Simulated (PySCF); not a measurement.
# Relaxation of quartet H₂ReO

All numbers come from UPBE0 in PySCF with Re def2-TZVP with ECP60, O def2-TZVP, H def2-TZVP; scalar-relativistic core potentials, no spin–orbit coupling; density-fitted integrals. A (50,194) grid was used.

A hand-made trigonal pyramidal start, of Cs symmetry, held to at least that symmetry:

Coordinates in bohr (charge 0 multiplicity 4):
```
Re    0.1079    0.1869   -0.1361
O    -1.3605   -2.3563    1.4254
H     2.8276    0.1868    1.3099
H    -1.2519    2.5422    1.3099
```

(1) What does it relax to?

(2) How much energy is released, and in how many steps?

## Answers

(1) It ends at Cs with Re–H 1.673 Å (×2), Re–O 1.692 Å; H–Re–H 106.7°, H–Re–O 113.5° (×2). A frequency run shows a minimum. Other isomers or separated fragments may lie lower.

(2) 35.9 kJ/mol in 9 steps.

With open d or f shells other occupations or spin states may lie lower. No spin–orbit coupling is included, which matters more the heavier the element.

The relaxation took of the order of 50 core-seconds on a shared host.
